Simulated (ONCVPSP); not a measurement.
**indium: ONCV pseudisation with LDA (Perdew-Zunger), fully relativistic reference atom.**

```
Element                 : indium (In)
Generator               : ONCVPSP 4.0.1
Type                    : optimised norm-conserving Vanderbilt (ONCV)
Functional              : LDA (Perdew-Zunger)
Relativity              : fully relativistic
Frozen core             : [Kr] 4d10
Valence charge          : 3
Reference configuration : 5s1.75 5p1.25
Partial waves           : 5s: rc 1.85 bohr, ncon 4, nbas 7, qcut 2.8 1/bohr, 2 projectors, debl 0.8 Ha; 5p: rc 3.05 bohr, ncon 4, nbas 9, qcut 2.9 1/bohr, 2 projectors, debl 3 Ha; d scattering state at 0.2 Ha: rc 2.55 bohr, ncon 4, nbas 9, qcut 3.3 1/bohr, 1 projector
Local potential         : polynomial inside 1.30 bohr (lpopt 2, dvloc0 0 Ha)
Core correction         : polynomial model core, fcfact 0.45
```

Open shells are filled in proportion to 2j + 1.

All-electron outer shells of the reference configuration (LDA (Perdew-Zunger), scalar-relativistic, ld1.x):

```json
{"shell": "4p", "level (eV)": "-78.48", "outermost node (bohr)": "0.42", "outermost maximum (bohr)": "0.82"}
{"shell": "4d", "level (eV)": "-19.13", "outermost node (bohr)": "0.40", "outermost maximum (bohr)": "0.94"}
{"shell": "5s", "level (eV)": "-8.75", "outermost node (bohr)": "1.02", "outermost maximum (bohr)": "2.13"}
{"shell": "5p", "level (eV)": "-2.89", "outermost node (bohr)": "1.14", "outermost maximum (bohr)": "2.81"}
```

Estimate the cutoffs (Ha) at which the residual kinetic energy of the hardest occupied pseudo-wave falls to 1 and 0.1 mHa per electron.

8.7 Ha and 20 Ha. The cutoffs count occupied waves only; projector 2 of the p channel, the hardest unoccupied one, needs 33 Ha at the loose tolerance.

What does a ghost test show?

No bound ghost flagged; GHOST(+) flagged for s at 21.0 eV, p3/2 at 96.9 eV, p1/2 at 99.2 eV.

Which valence shell sets the plane-wave cutoff?

5s: 9 Ha for 1 mHa per electron, against 2 Ha for 5p.

Tests: 5s2 5p1; 5s2 5p0; 5s1 5p0; 5s1 5p1. Which has the largest error in its energy relative to the reference configuration, and how large is it?

5s1 5p0, with -187 meV (all-electron minus pseudo) on +23.81 eV.
